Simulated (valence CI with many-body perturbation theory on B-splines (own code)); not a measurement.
Se XXII in three bases

Calculated by configuration interaction combined with many-body perturbation theory (CI+MBPT): three valence electrons over a frozen Dirac-Fock core [Ne], radial functions for each j: 9 s, 9 p, 8 d, 6 f, 3 g, 1 h, with the one-electron correlation potential Σ1 (screened to all orders), the two-electron term Σ2, the three-electron term Σ3, Breit, model QED; selected single and double excitations, second order for the rest, scaled by the run's own slope (own B-spline code, finite nucleus).

No measured spectrum was set against this ion. As an estimate, levels of excited configurations hold to 0.05 to 0.15 % of their energy, terms of the ground configuration to about 0.5 %.

The reference run has the lowest level 3s2 3p 2P°_1/2 and an ionisation energy of 893.777 eV. Its largest variational space holds 8632 state functions.

Names give the largest LS component (configuration and term), which can be under half, so a name can repeat, a term be missing and a line seem to break the LS rules; names also repeat where a configuration has a term twice.

Changed runs:
A. basis 6 s, 6 p, 5 d, 3 f, 1 g
B. basis 5 s, 5 p, 4 d, 2 f

Excitation energies of the reference run in cm⁻¹, and shifts in cm⁻¹:

```
                 Level  Reference       A       B
        3s2 3p 2P°_3/2      73654    -5.1     -10
         3s 3p2 4P_1/2     371506     -97    -309
         3s 3p2 4P_3/2     408770    -116    -363
         3s 3p2 4P_5/2     438789     -95    -295
         3s 3p2 2D_3/2     514173     +34    +103
         3s 3p2 2D_5/2     534554     +10     +28
         3s 3p2 2P_1/2     592369    +148    +461
         3s 3p2 2S_1/2     665737    +163    +503
         3s 3p2 2P_3/2     677303    +119    +390
         3s2 3d 2D_3/2     759902    +301    +968
         3s2 3d 2D_5/2     769900    +300    +956
           3p3 2D°_3/2     945587     -22    -118
Ionisation energy (eV)    893.777  -0.015  -0.045
```
